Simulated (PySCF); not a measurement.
Radial density of Sc (scandium, neutral)

r2SCAN, [Ar] 3d1 4s1 5s1, high-spin 4D determinant (an excited configuration). Computed with PySCF 2.14 in aug-cc-pwCVTZ-DK with one added diffuse shell each of s, p, d, f, g type (11s10p8d5f4g, 152 functions), with the spin-free X2C one-electron Hamiltonian (Gaussian nucleus).

```json
{"r (bohr)": "0.00131", "4πr²ρ (e/bohr)": "0.1678", "4πr²(ρα − ρβ)": "0.0001"}
{"r (bohr)": "0.00220", "4πr²ρ (e/bohr)": "0.4303", "4πr²(ρα − ρβ)": "0.0001"}
{"r (bohr)": "0.00370", "4πr²ρ (e/bohr)": "1.081", "4πr²(ρα − ρβ)": "0.0004"}
{"r (bohr)": "0.00622", "4πr²ρ (e/bohr)": "2.617", "4πr²(ρα − ρβ)": "0.0009"}
{"r (bohr)": "0.0105", "4πr²ρ (e/bohr)": "5.950", "4πr²(ρα − ρβ)": "0.0020"}
{"r (bohr)": "0.0176", "4πr²ρ (e/bohr)": "12.10", "4πr²(ρα − ρβ)": "0.0039"}
{"r (bohr)": "0.0296", "4πr²ρ (e/bohr)": "20.29", "4πr²(ρα − ρβ)": "0.0059"}
{"r (bohr)": "0.0498", "4πr²ρ (e/bohr)": "24.87", "4πr²(ρα − ρβ)": "0.0044"}
{"r (bohr)": "0.0838", "4πr²ρ (e/bohr)": "20.57", "4πr²(ρα − ρβ)": "-0.0029"}
{"r (bohr)": "0.141", "4πr²ρ (e/bohr)": "19.41", "4πr²(ρα − ρβ)": "0.0011"}
{"r (bohr)": "0.237", "4πr²ρ (e/bohr)": "26.36", "4πr²(ρα − ρβ)": "0.0416"}
{"r (bohr)": "0.399", "4πr²ρ (e/bohr)": "14.86", "4πr²(ρα − ρβ)": "0.1596"}
{"r (bohr)": "0.671", "4πr²ρ (e/bohr)": "7.185", "4πr²(ρα − ρβ)": "0.5192"}
{"r (bohr)": "1.13", "4πr²ρ (e/bohr)": "8.148", "4πr²(ρα − ρβ)": "0.6929"}
{"r (bohr)": "1.90", "4πr²ρ (e/bohr)": "2.121", "4πr²(ρα − ρβ)": "0.5861"}
{"r (bohr)": "3.19", "4πr²ρ (e/bohr)": "0.4451", "4πr²(ρα − ρβ)": "0.4095"}
{"r (bohr)": "5.37", "4πr²ρ (e/bohr)": "0.09372", "4πr²(ρα − ρβ)": "0.0937"}
{"r (bohr)": "9.03", "4πr²ρ (e/bohr)": "0.1459", "4πr²(ρα − ρβ)": "0.1459"}
{"r (bohr)": "15.2", "4πr²ρ (e/bohr)": "0.02179", "4πr²(ρα − ρβ)": "0.0218"}
{"r (bohr)": "25.6", "4πr²ρ (e/bohr)": "2.771e-05", "4πr²(ρα − ρβ)": "0.0000"}
```

Densities and radii are taken from the X2C orbitals without a picture-change correction, which distorts them close to the nucleus.

⟨L²⟩ = 8.63 against 6 for a pure D term, so this real determinant mixes terms. The outer electron is Rydberg-like, and this basis confines it to a smaller radius and binds it less than a complete one would. The s, p, d and f populations moved away from the nominal configuration during the SCF.

**Question.** Where is the radial spin density 4πr²(ρα − ρβ) most negative, and why is it negative at all?

**Answer.** Around r = 0.0838 bohr, down to -0.0029 e/bohr: exchange with the open shell polarises the paired shells in an unrestricted calculation.
